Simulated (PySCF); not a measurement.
C₅H₅O₂Si (charge -1).
SMILES with atom numbers: `[O:1]=[CH:2][C:3]1=[CH:4][CH:5]=[C:6]([O-:7])[SiH2:8]1` (hydrogens: H9 on C2; H10 on C4; H11 on C5; H12, H13 on Si8)
Bond orders are those of one Lewis drawing.

Method: PBE0-D3(BJ)/def2-SVP geometry optimisation, gas phase in PySCF; density fitting, grid level 2; the optimiser is geomeTRIC in internal coordinates, started from a GFN2-xTB structure.

Step 0: E = -17215.5685 eV
```
atom  x, y, z in Å  |  force x, y, z in eV/Å
O1     -3.0294    0.6559   -0.3383    0.107   0.076   0.098
C2     -2.1207    1.1160    0.3630   -0.935  -0.069  -0.399
C3     -0.8096    0.6487    0.4846   -0.107  -0.301  -0.281
C4      0.1429    1.2532    1.3160   -0.253  -0.266  -0.300
C5      1.4150    0.7297    1.3744    0.299   0.279   0.331
C6      1.6574   -0.4120    0.5610    1.258  -0.845  -0.197
O7      2.7320   -1.0258    0.4714   -0.323   0.106  -0.034
Si8    -0.0021   -0.8030   -0.3591   -0.073   0.881   0.664
H9     -2.3457    2.0217    0.9914    0.003   0.214   0.171
H10    -0.1251    2.1265    1.9076   -0.159   0.348   0.212
H11     2.1904    1.1572    1.9988    0.377   0.075   0.200
H12    -0.5187   -2.1401   -0.0252   -0.211  -0.497   0.082
H13     0.1478   -0.7313   -1.8215    0.015  -0.001  -0.545
```

Step 1: E = -17215.6657 eV
```
atom  x, y, z in Å  |  force x, y, z in eV/Å
O1     -3.0877    0.6917   -0.3312   -0.006  -0.025  -0.021
C2     -2.1660    1.1268    0.3559   -0.050   0.127   0.079
C3     -0.8399    0.6423    0.4676    0.142  -0.124  -0.041
C4      0.1375    1.2330    1.2963   -0.134   0.106   0.033
C5      1.4344    0.7294    1.3805    0.121  -0.055   0.000
C6      1.7167   -0.4310    0.5700   -0.071   0.093   0.048
O7      2.7786   -1.0443    0.4807    0.063  -0.043  -0.012
Si8     0.0144   -0.7874   -0.3417   -0.059  -0.046  -0.060
H9     -2.3541    2.0403    1.0067    0.008  -0.032  -0.023
H10    -0.1395    2.1201    1.8927    0.006  -0.049  -0.037
H11     2.2093    1.1713    2.0161   -0.016   0.012   0.005
H12    -0.5189   -2.1605   -0.0286    0.004   0.034  -0.005
H13     0.1496   -0.7350   -1.8406   -0.007   0.003   0.034
```

**Question.** Estimate the geometry and energy of step 2. (The exact step hangs on the optimiser's Hessian estimate; all steps are aligned on step 1, rigid shifts and turns removed.)

**Answer.** E = -17215.6662 eV, largest force 0.105 eV/Å
```
atom  x, y, z in Å  |  force x, y, z in eV/Å
O1     -3.0828    0.6955   -0.3254   -0.063   0.049   0.015
C2     -2.1610    1.1315    0.3615   -0.017  -0.079  -0.068
C3     -0.8370    0.6351    0.4631    0.018   0.076   0.067
C4      0.1332    1.2325    1.2942    0.033  -0.031  -0.013
C5      1.4325    0.7311    1.3812    0.019  -0.024  -0.012
C6      1.7150   -0.4293    0.5708    0.019   0.059   0.055
O7      2.7793   -1.0405    0.4838    0.007  -0.028  -0.020
Si8     0.0140   -0.7932   -0.3464   -0.007   0.001   0.000
H9     -2.3428    2.0440    1.0133    0.001  -0.023  -0.018
H10    -0.1499    2.1180    1.8870   -0.004  -0.010  -0.009
H11     2.2045    1.1759    2.0181   -0.003  -0.002  -0.002
H12    -0.5199   -2.1640   -0.0333   -0.002   0.006   0.001
H13     0.1491   -0.7398   -1.8435   -0.002   0.004   0.005
```

The energy changes by -0.0005 eV. The first-order estimate −F·Δx gives -0.0030 eV and the mean of the old and new forces, exact on a quadratic surface, -0.0005 eV. The step makes an angle of 74° with the force vector and moves no atom by more than 0.014 Å.

The cost below is that of the whole optimisation. Hardware: an Arm Neoverse V2 with one thread, shared host. Cost: 42 s of wall time, 0.76 GiB resident at most.
